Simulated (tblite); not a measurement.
A tight-binding relaxation on `[CH3][GeH2][CH2]/C=C/[C@H](F)C#N`.

Computed with GFN2-xTB geometry optimisation, gas phase (tblite 0.8.0). Start geometry: from a force field or distance geometry. The command runs a driver script over a list of jobs; the input below is this job's line of settings and its coordinates in Å.

Command:
```bash
OMP_NUM_THREADS=1 python probes_run.py task.json out
```

Input:
```
{"job": {"kind": "relax", "xc": "GFN2-xTB", "basis": "xTB"}, "charge": 0, "multiplicity": 1}
C     -2.883900    -0.231000     0.622400
Ge    -1.794200     1.266200    -0.032700
C     -0.452800     0.465100    -1.190800
C      0.615800    -0.203500    -0.429500
C      1.900800     0.175900    -0.532600
C      2.941200    -0.534500     0.252300
F      3.449700    -1.505700    -0.620800
C      2.330200    -1.249400     1.361200
N      1.834500    -1.807200     2.226100
H     -3.804700     0.169000     1.099900
H     -2.288200    -0.863100     1.279000
H     -3.201500    -0.823500    -0.264400
H     -2.725000     2.162100    -0.874800
H     -1.179200     2.073200     1.133700
H     -0.035700     1.211100    -1.905700
H     -1.012600    -0.351900    -1.712500
H      0.346800    -1.038000     0.257000
H      2.149600     1.002400    -1.218500
H      3.799500     0.092300     0.543200
```

Output:
```
step      E/eV     max force
  0    -746.17484    1.663
  1    -746.28986    0.962
  2    -746.34643    0.728
  3    -746.37039    1.508
  4    -746.38314    1.243
  5    -746.40762    0.249
  6    -746.41755    0.273
  7    -746.43224    0.497
  8    -746.44676    0.451
  9    -746.45718    0.265
... (132 lines left out)
142    -746.53266    0.033
143    -746.53299    0.035
144    -746.53327    0.026
145    -746.53340    0.029
146    -746.53349    0.016
147    -746.53353    0.012
148    -746.53356    0.012
149    -746.53358    0.013
150    -746.53360    0.012
151    -746.53361    0.009
```

«max force» is the largest atomic force in eV/Å.

From which step on does the largest force stay under 0.1 eV/Å, and how much energy is left to gain from there?

From step 109 (0.087 eV/Å), 6.2 meV above the end.

Main results: energy lowered by 8.3 kcal/mol over 151 steps; largest atomic force 0.009 eV/Å at the end.

Where do the atoms end?

0.533 Å rms from the input after alignment:
```
atom  x, y, z in Å
C1    -2.4253   -0.2625    0.9167
Ge2   -1.8246    1.2143   -0.2313
C3    -0.4388    0.5856   -1.5352
C4     0.5592   -0.2202   -0.8070
C5     1.7398    0.2248   -0.3925
C6     2.6850   -0.6470    0.3926
F7     3.2853   -1.5969   -0.4276
C8     1.9502   -1.3174    1.4522
N9     1.3322   -1.8119    2.2759
H10   -3.1778    0.0728    1.6247
H11   -1.5856   -0.6650    1.4786
H12   -2.8536   -1.0644    0.3203
H13   -2.9702    1.8235   -1.0020
H14   -1.2253    2.3205    0.5962
H15    0.0223    1.4475   -2.0160
H16   -0.9330   -0.0171   -2.2972
H17    0.2605   -1.2323   -0.5596
H18    2.0826    1.2211   -0.6290
H19    3.5074   -0.0662    0.8328
```

Time: 3.9 s of wall time. Hardware: Intel Xeon at 2.50 GHz, one thread, shared host with 64 logical CPUs at a one-minute load of 59.
Labels such as C1 count atoms from 1, the log's own numbers from 0.
